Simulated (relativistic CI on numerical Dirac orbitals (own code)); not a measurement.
# Crystal-field levels of Ag²⁺, 4d9

Calculated by Dirac-Coulomb-Breit CI, KLI orbitals optimised for each configuration, model QED (radiative potential, 1s self-energy scaled to tabulated hydrogen-like ionisation energies), valence Slater integrals scaled by 0.8, one configuration in a parametric crystal field (own radial code).

Field parameters in Wybourne normalisation: Td as Oh with Dq negative (B⁴₀ = 21Dq, B⁴₄ = √(5/14) B⁴₀). The field is a parameter set, without covalency.

S is read from ⟨S²⟩ = S(S + 1).

Levels (cm⁻¹, degeneracy): 0 (2), 2171 (4), 12664 (4).

Problem. Which field gives this pattern?
A. Td, 10Dq = -10450 cm⁻¹
B. Td, 10Dq = -2100 cm⁻¹
C. Td, 10Dq = -5450 cm⁻¹
D. Td, 10Dq = -13800 cm⁻¹

Solution. A. Td, 10Dq = -10450 cm⁻¹, ground level with S = 0.50.
